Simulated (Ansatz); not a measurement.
Cost and result for the atomization energy of `C#[C][Ga]([F])[Cl]` (6 atoms, 5 bonds).

```json
{"atom": "C1", "x (Å)": "-0.9885", "y (Å)": "-0.2421", "z (Å)": "-1.6216"}
{"atom": "C2", "x (Å)": "-0.3567", "y (Å)": "-0.1237", "z (Å)": "-0.6016"}
{"atom": "Ga3", "x (Å)": "0.6222", "y (Å)": "0.0860", "z (Å)": "0.9906"}
{"atom": "F4", "x (Å)": "1.4737", "y (Å)": "-1.2614", "z (Å)": "1.6844"}
{"atom": "Cl5", "x (Å)": "0.7961", "y (Å)": "1.8913", "z (Å)": "2.0723"}
{"atom": "H6", "x (Å)": "-1.5467", "y (Å)": "-0.3502", "z (Å)": "-2.5243"}
```

Charge 0, multiplicity 1. Correlated methods include outer-core shells of Ga, which these sets cover unevenly. Scalar relativity is left out up to krypton. All single points use the PBE0-D4/def2-TZVP geometry. Program: Ansatz. All runs use 4 threads of a server CPU on a shared host. Times are those of one run each, without the atoms' runs, and a repeat can differ threefold. Electronic energies, without spin–orbit coupling; frozen cores. CCSD(T)/CBS adds CCSD(T) − MP2 in def2-TZVPP to the MP2 limit, and its time is that of the two runs behind it. T1 = 0.014. With those shells the extrapolation isn't a true limit. B3LYP takes the VWN-RPA correlation (the form of Gaussian; ORCA's B3LYP/G). HSE06 is the plane-wave form, built on full-range PBE exchange.

CCSD(T)/CBS is a level of theory with its own doubt, some kJ/mol a heavy atom from the limit and from the frozen cores, so smaller differences don't rank the functionals.

```json
{"level": "LDA (SPW92)/def2-TZVPP", "functions": "197", "wall time": "0.95 s", "atomization (kJ/mol)": "2757.2", "difference from CCSD(T)/CBS": "373.6", "per bond": "74.7"}
{"level": "revPBE-D4/def2-TZVPP", "functions": "197", "wall time": "1.5 s", "atomization (kJ/mol)": "2363.2", "difference from CCSD(T)/CBS": "-20.4", "per bond": "-4.1"}
{"level": "PBE0-D4/def2-TZVPP", "functions": "197", "wall time": "2.4 s", "atomization (kJ/mol)": "2379.1", "difference from CCSD(T)/CBS": "-4.5", "per bond": "-0.9"}
{"level": "HSE06-D4/def2-TZVPP", "functions": "197", "wall time": "2.6 s", "atomization (kJ/mol)": "2381.5", "difference from CCSD(T)/CBS": "-2.1", "per bond": "-0.4"}
{"level": "BHLYP-D4/def2-TZVPP", "functions": "197", "wall time": "2.6 s", "atomization (kJ/mol)": "2250.4", "difference from CCSD(T)/CBS": "-133.2", "per bond": "-26.6"}
{"level": "CAM-B3LYP-D4/def2-TZVPP", "functions": "197", "wall time": "3 s", "atomization (kJ/mol)": "2360.2", "difference from CCSD(T)/CBS": "-23.4", "per bond": "-4.7"}
{"level": "B3LYP-D4/def2-TZVPP (with forces)", "functions": "197", "wall time": "3.4 s", "atomization (kJ/mol)": "2339.7", "difference from CCSD(T)/CBS": "-43.9", "per bond": "-8.8"}
{"level": "r2SCAN-D4/def2-TZVPP (with forces)", "functions": "197", "wall time": "3.7 s", "atomization (kJ/mol)": "2391.7", "difference from CCSD(T)/CBS": "8.1", "per bond": "1.6"}
{"level": "CCSD(T)/def2-SVP", "functions": "97", "wall time": "3.9 s", "atomization (kJ/mol)": "2264.2", "difference from CCSD(T)/CBS": "-119.4", "per bond": "-23.9"}
{"level": "ωB97X-V/def2-TZVPP", "functions": "197", "wall time": "6 s", "atomization (kJ/mol)": "2374.5", "difference from CCSD(T)/CBS": "-9.1", "per bond": "-1.8"}
{"level": "MP2/def2-QZVPP", "functions": "360", "wall time": "13 s", "atomization (kJ/mol)": "2479.6", "difference from CCSD(T)/CBS": "96.0", "per bond": "19.2"}
{"level": "CCSD(T)/def2-TZVPP", "functions": "197", "wall time": "76 s", "atomization (kJ/mol)": "2328.5", "difference from CCSD(T)/CBS": "-55.1", "per bond": "-11.0"}
{"level": "CCSD(T)/CBS(def2)", "functions": "–", "wall time": "88 s", "atomization (kJ/mol)": "2383.6", "difference from CCSD(T)/CBS": "0.0", "per bond": "0.0"}
```

Leaving LDA and LC-ωPBE aside and taking each functional with its dispersion term where it has one, the values, not all of them listed here, spread over 196.4 kJ/mol, from BHLYP-D4 to PBE-D4. LDA lies +324.3 kJ/mol from PBE without D4, its usual overbinding. At CCSD(T), def2-SVP lies −119.4 kJ/mol from the extrapolated value and def2-TZVPP −55.1 kJ/mol: correlation converges slowly with the basis, and small sets miss more of it in the bonded molecule than in its fragments. The D4 term adds +22.9 kJ/mol with B3LYP and +12.0 kJ/mol with PBE0; it sums over pairs of atoms, weighted by their polarisabilities, and B3LYP, whose exchange is more repulsive, gets the larger term.
